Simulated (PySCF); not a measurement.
Simulation results for AlBFO, CH4AlOSi, Al2H2NO, Al2H2O2 and others

All values are calculated (PySCF 2.14.0). Calculation on a computer-drawn molecule: the log of a Hartree-Fock and frozen-core CCSD(T) single point meant for a local Hartree-Fock minimum, with one planted fault or none, to be diagnosed. Offsets are logged minus clean, where the clean run is the same molecule without the fault. The reference is restricted for singlets and unrestricted otherwise, and also for a bond in bohr or an excited solution. Adding or removing an electron swaps singlet and doublet. The excited solution moves the top pair (singlet) or top alpha electron (doublet) to the lowest empty orbital. Highest occupied and lowest empty are orbital energies over both spins, largest force is the largest gradient component, triples share is (T) over the correlation energy, the T1 limit is 0.02 restricted and 0.045 unrestricted, electrons count all cores, a negative frequency is imaginary (commonest isotopes), and the dipole is about the centre of nuclear charge.

Common to all runs: meant basis cc-pV(D+d)Z; logged SCF converged yes; logged SCF stable within its kind yes; possible faults no fault, one electron removed, one electron added, multiplicity raised by two, geometry at a saddle point, SCF held on an excited solution, minimal basis STO-3G, one bond length entered in bohr, all coordinates scaled.

(1) AlBFO

Logged structure:
```xyz
4
AlBFO
O     -0.5233     1.9169    -4.0258
Al    -0.4628     1.4768    -2.5161
B      0.0751     0.8115    -0.5382
F     -0.6391     0.6464     0.5333
```

| Quantity | Value |
| --- | --- |
| meant charge | 0 |
| meant multiplicity | 2 |
| logged electrons | 34 |
| logged basis functions | 65 |
| logged spin squared | 0 |
| logged highest occupied | -16.318 eV |
| logged lowest empty | -7.8403 eV |
| logged largest force | 0.075449 hartree/bohr |
| logged T1 diagnostic | 0.044949 |
| logged D1 diagnostic | 0.14029 |
| logged triples share | 0.044913 |
| logged CC converged | yes |
| logged dipole magnitude | 8.8738 debye |
| logged energy HF | -440.54534 hartree |
| logged energy CCSD(T) | -441.08805 hartree |
| planted fault | one electron removed |
| HF energy offset from clean run | 201.7 kcal/mol |
| CCSD(T) energy offset from clean run | 190.6 kcal/mol |

Drawn bonds:
| atom | other atom | order |
| --- | --- | --- |
| 1 | 2 | 2 |
| 2 | 3 | 1 |
| 3 | 4 | 1 |

Notes: T1 above single-reference limit.

(2) CH4AlOSi

Logged structure:
```xyz
8
CH4AlOSi
O     -1.1451     1.9267    -1.3209
Al    -0.1335     1.5479    -0.1762
C      1.1000     1.0915     1.2151
Si     2.6455     1.9955     1.7794
H      0.8816     0.1736     1.7656
H      2.5042     2.3737     3.2033
H      3.8210     1.1103     1.6207
H      2.8348     3.2152     0.9632
```

| Item | Value |
| --- | --- |
| meant charge | 0 |
| meant multiplicity | 2 |
| logged electrons | 45 |
| logged basis functions | 94 |
| logged spin squared | 0.7607 |
| logged highest occupied | -10.511 eV |
| logged lowest empty | 0.16183 eV |
| logged largest force | 2.148e-05 hartree/bohr |
| logged lowest frequency | 76.279 cm⁻¹ |
| logged T1 diagnostic | 0.027441 |
| logged D1 diagnostic | 0.099407 |
| logged triples share | 0.03362 |
| logged CC converged | yes |
| logged dipole magnitude | 6.2331 debye |
| logged energy HF | -645.86105 hartree |
| logged energy CCSD(T) | -646.38336 hartree |
| planted fault | no fault |
| HF energy offset from clean run | 0 kcal/mol |
| CCSD(T) energy offset from clean run | 0 kcal/mol |

Drawn bonds:
| atom | other atom | order |
| --- | --- | --- |
| 1 | 2 | 2 |
| 2 | 3 | 1 |
| 3 | 4 | 1 |
| 3 | 5 | 1 |
| 4 | 6 | 1 |
| 4 | 7 | 1 |
| 4 | 8 | 1 |

(3) Al2H2NO

Logged structure:
```xyz
6
Al2H2NO
O      1.0660    -4.2651     1.0024
Al    -0.0022    -3.1874     0.5776
N     -1.1965    -1.9836     0.1112
Al    -2.4373    -1.0889     1.0719
H     -1.1933    -1.5290    -1.7463
H     -3.3509    -0.0601     0.2783
```

| Quantity | Value |
| --- | --- |
| meant charge | 0 |
| meant multiplicity | 2 |
| logged electrons | 43 |
| logged basis functions | 84 |
| logged spin squared | 1.3834 |
| logged highest occupied | -9.4917 eV |
| logged lowest empty | 0.043292 eV |
| logged largest force | 0.02098 hartree/bohr |
| logged T1 diagnostic | 0.059539 |
| logged D1 diagnostic | 0.27313 |
| logged triples share | 0.042626 |
| logged CC converged | yes |
| logged dipole magnitude | 6.8507 debye |
| logged energy HF | -614.20272 hartree |
| logged energy CCSD(T) | -614.70255 hartree |
| planted fault | one bond length entered in bohr, row 4 of the drawn bonds |
| HF energy offset from clean run | 79.24 kcal/mol |
| CCSD(T) energy offset from clean run | 79.82 kcal/mol |

Drawn bonds:
| atom | other atom | order |
| --- | --- | --- |
| 1 | 2 | 2 |
| 2 | 3 | 1 |
| 3 | 4 | 1 |
| 3 | 5 | 1 |
| 4 | 6 | 1 |

Notes: T1 above single-reference limit.

(4) Al2H2NO

Logged structure:
```xyz
6
Al2H2NO
O      1.0660    -4.2651     1.0024
Al    -0.0022    -3.1874     0.5776
N     -1.1965    -1.9836     0.1112
Al    -2.4373    -1.0889     1.0719
H     -1.1948    -1.7430    -0.8717
H     -3.3509    -0.0601     0.2783
```

| Quantity | Value |
| --- | --- |
| meant charge | 0 |
| meant multiplicity | 2 |
| logged electrons | 43 |
| logged basis functions | 30 |
| logged spin squared | 0.7558 |
| logged highest occupied | -4.8338 eV |
| logged lowest empty | 7.4958 eV |
| logged largest force | 0.029973 hartree/bohr |
| logged T1 diagnostic | 0.036006 |
| logged D1 diagnostic | 0.10335 |
| logged triples share | 0.09382 |
| logged CC converged | yes |
| logged dipole magnitude | 3.4107 debye |
| logged energy HF | -606.68291 hartree |
| logged energy CCSD(T) | -606.89998 hartree |
| planted fault | minimal basis STO-3G |
| HF energy offset from clean run | 4798 kcal/mol |
| CCSD(T) energy offset from clean run | 4976 kcal/mol |

Drawn bonds:
| atom | other atom | order |
| --- | --- | --- |
| 1 | 2 | 2 |
| 2 | 3 | 1 |
| 3 | 4 | 1 |
| 3 | 5 | 1 |
| 4 | 6 | 1 |

(5) Al2H2O2

Logged structure:
```xyz
6
Al2H2O2
O     -3.0117    -2.1223    -0.7215
Al    -1.5412    -2.0857    -0.1591
O      1.3695    -2.0151     0.9537
Al     2.9573    -1.9778     1.5606
H      3.5885    -3.3351     2.0343
H      3.6873    -0.5886     1.6079
```

| Quantity | Value |
| --- | --- |
| meant charge | 0 |
| meant multiplicity | 1 |
| logged electrons | 44 |
| logged basis functions | 84 |
| logged spin squared | 1.2774 |
| logged highest occupied | -8.4958 eV |
| logged lowest empty | 0.76822 eV |
| logged largest force | 0.10195 hartree/bohr |
| logged dipole magnitude | 4.3103 debye |
| logged energy HF | -634.67317 hartree |
| planted fault | one bond length entered in bohr, row 2 of the drawn bonds |
| HF energy offset from clean run | 89.58 kcal/mol |

Drawn bonds:
| atom | other atom | order |
| --- | --- | --- |
| 1 | 2 | 2 |
| 2 | 3 | 1 |
| 3 | 4 | 1 |
| 4 | 5 | 1 |
| 4 | 6 | 1 |

Notes: coupled-cluster numbers left out as unreliable.

(6) Al2H2O2

Logged structure:
```xyz
6
Al2H2O2
O     -3.0117    -2.1223    -0.7215
Al    -1.5412    -2.0857    -0.1591
O     -0.0009    -2.0483     0.4297
Al     1.5869    -2.0110     1.0367
H      2.2181    -3.3683     1.5103
H      2.3169    -0.6219     1.0840
```

| Quantity | Value |
| --- | --- |
| meant charge | 0 |
| meant multiplicity | 1 |
| logged electrons | 44 |
| logged basis functions | 84 |
| logged spin squared | 2.0094 |
| logged highest occupied | -5.9312 eV |
| logged lowest empty | -3.8199 eV |
| logged largest force | 0.056661 hartree/bohr |
| logged T1 diagnostic | 0.060493 |
| logged D1 diagnostic | 0.3405 |
| logged triples share | 0.035105 |
| logged CC converged | yes |
| logged dipole magnitude | 7.4626 debye |
| logged energy HF | -634.60149 hartree |
| logged energy CCSD(T) | -635.13455 hartree |
| planted fault | multiplicity raised by two |
| HF energy offset from clean run | 134.6 kcal/mol |
| CCSD(T) energy offset from clean run | 132 kcal/mol |

Drawn bonds:
| atom | other atom | order |
| --- | --- | --- |
| 1 | 2 | 2 |
| 2 | 3 | 1 |
| 3 | 4 | 1 |
| 4 | 5 | 1 |
| 4 | 6 | 1 |

Notes: T1 above single-reference limit.

(7) Al2H2O2

Structure as in entry 6.

| Item | Value |
| --- | --- |
| meant charge | 0 |
| meant multiplicity | 1 |
| logged electrons | 44 |
| logged basis functions | 84 |
| logged spin squared | 0 |
| logged highest occupied | -10.794 eV |
| logged lowest empty | 1.027 eV |
| logged largest force | 2.731e-05 hartree/bohr |
| logged lowest frequency | 80.861 cm⁻¹ |
| logged T1 diagnostic | 0.025195 |
| logged D1 diagnostic | 0.067152 |
| logged triples share | 0.028929 |
| logged CC converged | yes |
| logged dipole magnitude | 5.9283 debye |
| logged energy HF | -634.81593 hartree |
| logged energy CCSD(T) | -635.34487 hartree |
| planted fault | no fault |
| HF energy offset from clean run | 0 kcal/mol |
| CCSD(T) energy offset from clean run | 0 kcal/mol |

Drawn bonds:
| atom | other atom | order |
| --- | --- | --- |
| 1 | 2 | 2 |
| 2 | 3 | 1 |
| 3 | 4 | 1 |
| 4 | 5 | 1 |
| 4 | 6 | 1 |

Notes: T1 above single-reference limit.

(8) CH3BClSi

Logged structure:
```xyz
7
CH3BClSi
Si    -0.5974    -2.7665    -0.5536
C      1.0030    -2.3268    -0.0439
B      1.3455    -1.9989     1.3000
Cl     1.7267    -1.6231     2.8557
H     -0.8854    -3.0918    -1.9476
H     -1.6993    -2.8218     0.4063
H      1.8018    -2.2951    -0.7836
```

| Property | Result |
| --- | --- |
| meant charge | 1 |
| meant multiplicity | 1 |
| logged electrons | 44 |
| logged basis functions | 89 |
| logged spin squared | 2.0217 |
| logged highest occupied | -11.813 eV |
| logged lowest empty | -6.5947 eV |
| logged largest force | 0.097973 hartree/bohr |
| logged T1 diagnostic | 0.018838 |
| logged D1 diagnostic | 0.072835 |
| logged triples share | 0.032079 |
| logged CC converged | yes |
| logged dipole magnitude | 1.8577 debye |
| logged energy HF | -812.38206 hartree |
| logged energy CCSD(T) | -812.836 hartree |
| planted fault | multiplicity raised by two |
| HF energy offset from clean run | 64.15 kcal/mol |
| CCSD(T) energy offset from clean run | 80.14 kcal/mol |

Drawn bonds:
| atom | other atom | order |
| --- | --- | --- |
| 1 | 2 | 1 |
| 2 | 3 | 2 |
| 3 | 4 | 1 |
| 1 | 5 | 1 |
| 1 | 6 | 1 |
| 2 | 7 | 1 |

(9) CH3BClSi

Logged structure:
```xyz
7
CH3BClSi
Si    -0.6541    -3.0293    -0.6062
C      1.0983    -2.5478    -0.0481
B      1.4734    -2.1888     1.4235
Cl     1.8907    -1.7773     3.1269
H     -0.9695    -3.3855    -2.1326
H     -1.8607    -3.0899     0.4449
H      1.9730    -2.5131    -0.8580
```

| Property | Result |
| --- | --- |
| meant charge | 1 |
| meant multiplicity | 1 |
| logged electrons | 44 |
| logged basis functions | 89 |
| logged spin squared | 0 |
| logged highest occupied | -14.597 eV |
| logged lowest empty | -4.812 eV |
| logged largest force | 0.073968 hartree/bohr |
| logged T1 diagnostic | 0.020249 |
| logged D1 diagnostic | 0.056039 |
| logged triples share | 0.041423 |
| logged CC converged | yes |
| logged dipole magnitude | 4.7345 debye |
| logged energy HF | -812.42615 hartree |
| logged energy CCSD(T) | -812.92017 hartree |
| planted fault | all coordinates scaled, by +9.5 % |
| HF energy offset from clean run | 36.48 kcal/mol |
| CCSD(T) energy offset from clean run | 27.33 kcal/mol |

Drawn bonds:
| atom | other atom | order |
| --- | --- | --- |
| 1 | 2 | 1 |
| 2 | 3 | 2 |
| 3 | 4 | 1 |
| 1 | 5 | 1 |
| 1 | 6 | 1 |
| 2 | 7 | 1 |

Notes: T1 above single-reference limit.

(10) CH4ClSi2

Logged structure:
```xyz
8
CH4ClSi2
Si     1.4890    -0.4551     0.8396
C     -0.1684     0.0435     0.9720
Si    -0.8489     0.7247     2.4154
Cl    -2.7428     1.2899     2.5543
H      2.0320    -1.0256    -0.3911
H      2.4030    -0.3160     1.9746
H     -0.8133    -0.0774     0.1048
H     -0.0683     0.9282     3.6305
```

| Item | Value |
| --- | --- |
| meant charge | 1 |
| meant multiplicity | 1 |
| logged electrons | 54 |
| logged basis functions | 103 |
| logged spin squared | 0 |
| logged highest occupied | -15.05 eV |
| logged lowest empty | -4.5504 eV |
| logged largest force | 2.321e-05 hartree/bohr |
| logged lowest frequency | 99.851 cm⁻¹ |
| logged T1 diagnostic | 0.014177 |
| logged D1 diagnostic | 0.041215 |
| logged triples share | 0.032977 |
| logged CC converged | yes |
| logged dipole magnitude | 5.142 debye |
| logged energy HF | -1077.32889 hartree |
| logged energy CCSD(T) | -1077.8342 hartree |
| planted fault | no fault |
| HF energy offset from clean run | 0 kcal/mol |
| CCSD(T) energy offset from clean run | 0 kcal/mol |

Drawn bonds:
| atom | other atom | order |
| --- | --- | --- |
| 1 | 2 | 1 |
| 2 | 3 | 2 |
| 3 | 4 | 1 |
| 1 | 5 | 1 |
| 1 | 6 | 1 |
| 2 | 7 | 1 |
| 3 | 8 | 1 |
